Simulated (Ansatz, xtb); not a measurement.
# BBrClH3OSi: 4 structures ranked

4 gas-phase structures of BBrClH3OSi, from a drawn sample of its isomers (lower ones may exist). Each was relaxed with GFN2-xTB; where two conformers were screened, the lower at r2SCAN-D4/def2-SVP//GFN2-xTB is listed:

A. `[SiH3]OB(Cl)Br`, a singlet
B. `ClBO[SiH2]Br`, a singlet
C. `Cl[SiH2]OBBr`, a singlet
D. `BO[Si@H](Cl)Br`, a singlet

Question: Which do you expect lowest at r2SCAN-D4/def2-SVP//GFN2-xTB, and how would the others follow?

Answer: Calculated order at r2SCAN-D4/def2-SVP//GFN2-xTB: B (0.0), C (2.0), D (2.8), A (3.4) kcal/mol. Less than 1 kcal/mol parts C and D; D and A, so the order within those pairs means little.

Energies above the lowest of each column, in kcal/mol; the last columns are at r2SCAN-D4/def2-SVP geometries and were run for some of them only (a dash: not run or not comparable):

```csv
structure,GFN2-xTB,HF/STO-3G,r2SCAN-D4/def2-SVP//GFN2-xTB,r2SCAN-D4/def2-SVP,CCSD(T)/def2-SVP + ΔMP2/def2-TZVPP
B,1.9,0.7,0.0,0.0,0.0
C,0.0,0.0,2.0,1.8,0.5
D,4.6,6.2,2.8,3.2,0.0
A,10.5,0.4,3.4,–,–
```

CCSD(T)/def2-SVP + ΔMP2/def2-TZVPP has B and C and D within 1 kcal/mol of each other at the bottom, and every level picks one of them. CCSD(T)/def2-SVP + ΔMP2/def2-TZVPP orders those it was run on as B (0.0), D (0.0), C (0.5) kcal/mol. Less than 1 kcal/mol parts B and D; D and C, so the order within those pairs means little. Flexible structures stand in one conformer each, not always the lowest. Frequencies (r2SCAN-D4/def2-SVP) were run for B, C, D alone. The ΔMP2 step shifts differences by up to 4.1 kcal/mol, which makes them less sure. ΔMP2 is the change of the MP2 energy from the smaller to the larger basis.

Over these structures GFN2-xTB departs from r2SCAN-D4/def2-SVP//GFN2-xTB by 2.4 kcal/mol on average once a common shift is removed. A GFN2-xTB relaxation took about 0.56 s and the r2SCAN-D4/def2-SVP//GFN2-xTB energy about 5 s on a shared host (Ansatz 0.2.0, xtb 6.7.1).
